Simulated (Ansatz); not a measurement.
A rate constant, worked out

An elementary step of BH5OF2, closed shell (BH₂F ([BH2][F]) + H₂O + HF → BH₃O ([BH2][OH]) + HF + HF; B–F, H–O, H–F broken or loosened, B–O, F–H, H–F formed or tightened). The start structure is the complex of the reactants, bound by 0.93 eV, and the electronic barrier above it is 0.618 eV by CCSD(T) at an estimated basis limit (MP2 extrapolated from triple and quadruple zeta, plus CCSD(T) − MP2 in triple zeta). Computed with Ansatz 0.2.0 (basis: def2-TZVPP and def2-QZVPP); correlated methods freeze the cores. Extrapolation: Hartree–Fock as exp(−7.88 √X), correlation as X^−2.97. Harmonic wavenumbers at PBE0-D4/def2-TZVP (Ansatz 0.2.0), in cm⁻¹:

Start: 112, 210, 276, 356, 405, 592, 707, 758, 811, 908, 994, 1005, 1125, 1182, 1238, 1662, 2538, 2613, 3408, 3533, 3845.

Saddle: 428i, 143, 365, 495, 521, 598, 836, 876, 905, 1000, 1078, 1151, 1193, 1246, 1363, 1416, 1834, 2408, 2588, 2676, 3876.

Work out the transition-state-theory rate constant at 800 K from these numbers alone (harmonic vibrations; rotation, path degeneracy and anharmonicity left out), and the Wigner tunnelling factor. Use 1 cm⁻¹ = 1.2398 × 10⁻⁴ eV and k_B = 8.617 × 10⁻⁵ eV/K.

Zero-point energies, half the sums: start 28278/2 cm⁻¹ = 1.7530 eV; saddle, real modes only, 26568/2 cm⁻¹ = 1.6470 eV.
Barrier with zero-point energy: 0.618 + 1.6470 − 1.7530 = 0.5120 eV.
k_BT = 0.06894 eV, so the barrier is 7.43 k_BT.
Vibrational partition functions from the zero-point level, ln q = −Σ ln(1 − exp(−hν/k_BT)): start 7.555, saddle 5.309.
k = (k_BT/h) exp(ln q‡ − ln q) exp(−E0/k_BT), with log₁₀(k_BT/h in s⁻¹) = 13.22: log₁₀ k = 13.22 + (-2.246 − 7.43)/2.3026 = 9.02, so k ≈ 1 × 10^(9) s⁻¹.
Wigner factor: 1 + (hν‡/k_BT)²/24 = 1 + (0.77)²/24 = 1.02. A change of 1 kcal/mol (0.043 eV) in the barrier would change k by a factor of 1.9 at this temperature.

T1 diagnostic: at most 0.012.

Labels in which every atom is bracketed show which atoms are joined, not bond orders.

For scale, one of the runs: CCSD(T)/def2-TZVPP, 194 basis functions (an equivalent command: `ansatz run in.yaml --threads 4`). The run took 33 s on 4 CPU threads (shared host), with 2.5 GiB of host memory at its peak.
